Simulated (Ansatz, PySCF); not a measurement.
Noncovalent pair: ammonia borane (SMILES [BH3-][NH3+]) (first 8 atoms) with C2H4 (SMILES C=C); geometry from B3LYP-D3(BJ)/def2-TZVP, rigid monomers moved along the line of their centres of mass till H8···C10 is 2.29 Å.
(charge 0, multiplicity 1):
```xyz
14

B     -0.929     0.290     0.298
N      0.632    -0.167     0.570
H     -1.044     1.366     0.839
H     -1.607    -0.574     0.808
H     -1.049     0.344    -0.903
H      1.284     0.504     0.174
H      0.826    -1.072     0.153
H      0.812    -0.233     1.572
C      0.275     0.610     3.630
C     -0.120    -0.657     3.616
H      1.106     0.942     4.243
H     -0.233     1.362     3.037
H     -0.960    -0.975     3.010
H      0.373    -1.414     4.215
```

Interaction energies are E(AB) − E(A) − E(B) at the monomers' geometry in the complex; basis-set methods are counterpoise corrected.

Cores are frozen in the correlated methods.

Codes used: Ansatz (Gaussian orbitals); PySCF for the dispersion terms. 

PBE/def2-TZVPPD gives -2.46 kcal/mol for the interaction energy.

Task: Predict the shift from PBE, with its sign, for: PBE-D3(BJ)/def2-TZVPPD, r2SCAN/def2-TZVPPD, B3LYP/def2-TZVPPD, wB97M-V/def2-TZVPPD, MP2/aug-cc-pVDZ.

Result: PBE-D3(BJ)/def2-TZVPPD -2.03; r2SCAN/def2-TZVPPD -0.70; B3LYP/def2-TZVPPD 1.66; wB97M-V/def2-TZVPPD -1.24; MP2/aug-cc-pVDZ -0.32 kcal/mol. 1 of 5 lie above PBE; the widest gap is to PBE-D3(BJ)/def2-TZVPPD.

Ansatz is a first-principles code.
